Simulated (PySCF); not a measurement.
Nuclear quadrupole coupling in `OB(O)[SiH2][SiH2][SiH2][SiH3]`

Compound: BH11O2Si4.
Numbering: `[OH:1][B:2]([OH:3])[SiH2:4][SiH2:5][SiH2:6][SiH3:7]` (hydrogens: H8 on O1; H9 on O3; H10, H11 on Si4; H12, H13 on Si5; H14, H15 on Si6; H16, H17, H18 on Si7)

Geometry (PBE0-D3(BJ)/def2-SVP, Å), atoms numbered from 1 in this order:
```
atom  x, y, z in Å
O1     1.698   -2.466   -0.694
B2     1.510   -1.276   -0.066
O3     0.961   -1.137    1.174
Si4    2.018    0.452   -1.011
Si5    0.480    2.078   -0.316
Si6   -1.669    1.399   -0.970
Si7   -2.233   -0.736   -0.175
H8     1.403   -3.241   -0.202
H9     0.678   -1.952    1.606
H10    3.406    0.887   -0.647
H11    1.955    0.310   -2.500
H12    0.756    3.426   -0.910
H13    0.510    2.202    1.175
H14   -2.713    2.362   -0.493
H15   -1.735    1.352   -2.467
H16   -2.097   -0.822    1.311
H17   -3.649   -1.060   -0.536
H18   -1.355   -1.778   -0.797
```

Field gradients from the PBE0/pcSseg-1 density (PySCF, non-relativistic), principal values in atomic units, ordered |Vxx| ≤ |Vyy| ≤ |Vzz|:

| atom | Vxx | Vyy | Vzz |
| --- | --- | --- | --- |
| O1 | -0.6404 | -0.7945 | 1.4350 |
| B2 | -0.1163 | -0.2220 | 0.3382 |
| O3 | -0.6353 | -0.7996 | 1.4349 |

Task: Find the asymmetry η = (Vxx − Vyy)/Vzz and the couplings χ = eQV/h (234.96 MHz × Q in barn × V in au), with Q(17O) = −0.0256 b, Q(11B) = 0.04059 b.

Result: 
```tsv
atom	environment	nucleus	η	χzz (MHz)	χxx (MHz)	χyy (MHz)
O1	boron-bound oxygen	17O	0.11	-8.63	3.85	4.78
B2	three-coordinate boron	11B	0.31	3.226	-1.109	-2.117
O3	boron-bound oxygen	17O	0.11	-8.63	3.82	4.81
```

Task: What is Vzz at O1 in SI units (1 au = 9.71736 × 10²¹ V/m²)?

Result: 1.4350 au = 13.944 × 10²¹ V/m².

Task: And the gradient at the other heavy atoms, for which no coupling is worked out here?

Result: 
```json
{"atom": "Si4", "environment": "SiH2 silicon", "Vzz (au)": "-0.206", "η": "0.45"}
{"atom": "Si5", "environment": "SiH2 silicon", "Vzz (au)": "0.106", "η": "0.36"}
{"atom": "Si6", "environment": "SiH2 silicon", "Vzz (au)": "0.060", "η": "0.42"}
{"atom": "Si7", "environment": "SiH3 silicon", "Vzz (au)": "0.025", "η": "0.81"}
```

Were the hydrogens deuterons (Q(2H) = 0.00286 b), χzz would run from 94 kHz (H18, H15 and H17) to 313 kHz (H9 and H8).

One conformer (not necessarily the lowest) at the PBE0-D3(BJ)/def2-SVP geometry, without solvent, vibrations or thermal averaging. These gradients aren't converged with respect to the basis.
